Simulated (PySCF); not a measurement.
The numbers are results of PBE-D3(BJ)/def2-TZVP // B3LYP-D3(BJ)/def2-TZVP run with PySCF, not measurements. All species are isolated molecules in the gas phase. One relaxed conformer stands for a flexible species; it need not be the lowest. Excitations are Tamm–Dancoff values on a coarser integration grid. The basis has no diffuse functions, so Rydberg states are missing or too high.

Reference species (SMILES): `[In]([CH3])([CH3])[NH2]` (neutral, multiplicity 1).

| Property | Result |
|---|---|
| T1 excitation (TDA) | 3.77 eV |
| HOMO | -5.20 eV |

Changed species: `[NH2][In]([NH2])[NH2]` (3 of 3 CH3 replaced by NH2; the reference has 1 of 3 CH3 replaced by NH2).

Task: Give the shifts of the T1 excitation (TDA) and HOMO.

Result: the T1 excitation (TDA) drops by 0.33 eV, to 3.44 eV; the HOMO drops by 0.17 eV, to -5.37 eV.
